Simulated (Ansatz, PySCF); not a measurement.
Potential energy curve for SiH, doublet. Each curve is given relative to its own lowest point near equilibrium.

| R / Å | A | B | C |
|---|---|---|---|
| 1.13 | 52.6 | 55.4 | 52.5 |
| 1.23 | 24.7 | 26.4 | 24.6 |
| 1.29 | 14.2 | 15.5 | 14.2 |
| 1.38 | 4.8 | 5.4 | 4.7 |
| 1.44 | 1.6 | 1.9 | 1.5 |
| 1.47 | 0.7 | 0.9 | 0.6 |
| 1.53 | 0.0 | 0.0 | 0.0 |
| 1.59 | 0.6 | 0.4 | 0.6 |
| 1.60 | 0.8 | 0.6 | 0.8 |
| 1.71 | 4.2 | 3.8 | 4.4 |
| 1.79 | 7.9 | 7.4 | 8.2 |
| 1.90 | 13.8 | 13.3 | 14.2 |
| 2.11 | 26.0 | 25.8 | 26.9 |
| 2.32 | 37.7 | 38.3 | 39.6 |
| 2.49 | 46.0 | 47.5 | 48.6 |
| 2.74 | 55.8 | 57.5 | 58.8 |
| 3.01 | 63.1 | 64.2 | 65.4 |
| 3.39 | 68.5 | 69.2 | 69.3 |
| 3.78 | 70.7 | 71.5 | 70.6 |
| 4.10 | 71.4 | 72.4 | 71.1 |
| 4.55 | 71.7 | 72.9 | 71.3 |
| 5.31 | 71.8 | 73.2 | 71.4 |
| 6.17 | 71.9 | 73.2 | 71.5 |

Energies in kcal/mol.

Task: Assign the columns to these levels of theory: CCSD on UHF/aug-cc-pVTZ, frozen core run with Ansatz (a quantum-chemistry and plane-wave program); Ansatz with CCSDT on UHF/aug-cc-pVTZ, frozen core; unrestricted B3LYP/6-31G*, spherical d (PySCF).

Result: A is UCCSDT; B is UKS-B3LYP/6-31G*; C is UCCSD.

The unrestricted determinant behind UCCSD, UCCSDT is spin-contaminated at 1.13 to 1.38, 2.11 to 6.17 Å (<S²> up to 1.8, against 0.75 for a pure doublet). The unrestricted determinant behind UKS-B3LYP/6-31G* is spin-contaminated at 2.49 to 6.17 Å (<S²> up to 1.8, against 0.75 for a pure doublet).
